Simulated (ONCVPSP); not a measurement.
## Ranking ONCV potentials for Al (Z = 13)

All share these settings but for the change named:

| Property | Result |
| --- | --- |
| Element | aluminium (Al) |
| Generator | ONCVPSP 4.0.1 |
| Type | optimised norm-conserving Vanderbilt (ONCV) |
| Functional | PBE |
| Relativity | scalar-relativistic |
| Frozen core | [He] |
| Valence charge | 11 |
| Reference configuration | 2s2 2p6 3s2 3p1 |
| Partial waves | 2s+3s: rc 1.00 bohr, ncon 4, nbas 7, qcut 15.2 1/bohr, 2 projectors; 2p+3p: rc 1.15 bohr, ncon 3, nbas 6, qcut 12.7 1/bohr, 2 projectors |
| Local potential | polynomial inside 0.75 bohr (lpopt 1, dvloc0 0 Ha) |
| Core correction | none |

Cutoff: the first of the cutoffs (Ha) at which the residual kinetic energy of the hardest occupied pseudo-wave falls to 1 and 0.1 mHa per electron; the density cutoff is not measured.

The base gives 61 Ha.

Of 8 variants that were run, those that failed, showed a ghost or another fault, or gave nearly equal values are left out.

A variant can come out equal or close to the base.

Problem. Rank these variants from softest to hardest (loose cutoff).
A. p: rc 0.96
B. p: rc 1.62
C. p: rc 0.82

Solution. B (55 Ha), A (69 Ha), C (81 Ha).
